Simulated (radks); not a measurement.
The numbers below are computed, except where a source is named.
The mean radii <r> (bohr) of the occupied orbitals of an atom or ion are listed with their occupations. Level of theory: scalar-relativistic Kohn-Sham, PBEsol, spin-polarised, spherical densities, finite nucleus; Fermi nuclear charge, rms radius of each element as measured or else 0.836 A^(1/3) + 0.57 fm (a radial shooting solver on a logarithmic mesh with Libxc functionals).

| orbital | occ. | <r> |
|---|---|---|
| 1s up | 1 | 0.03611 |
| 1s down | 1 | 0.03611 |
| 2s up | 1 | 0.1581 |
| 2s down | 1 | 0.1581 |
| 2p up | 3 | 0.1378 |
| 2p down | 3 | 0.1378 |
| 3s up | 1 | 0.4436 |
| 3s down | 1 | 0.4436 |
| 3p up | 3 | 0.4461 |
| 3p down | 3 | 0.4461 |
| 3d up | 5 | 0.4332 |
| 3d down | 5 | 0.4331 |
| 4s up | 1 | 1.163 |
| 4s down | 1 | 1.154 |
| 4p up | 3 | 1.310 |
| 4p down | 3 | 1.296 |
| 5s up | 1 | 3.579 |
| 4d up | 4 | 2.180 |

Name the element and its charge. Open shells, if any, are filled with parallel spins first.

Answer. Z = 41, niobium, charge 0: Nb in [Kr] 4d4 5s1. The 1s radius gives Z: for a bare nucleus <r> = (2 gamma + 1)/(2Z) with gamma = sqrt(1 - (Z/c)^2), 0.03547 bohr for Z = 41, and screening makes it slightly larger (0.03611 here). The occupations add up to 41, and the charge is Z minus that.
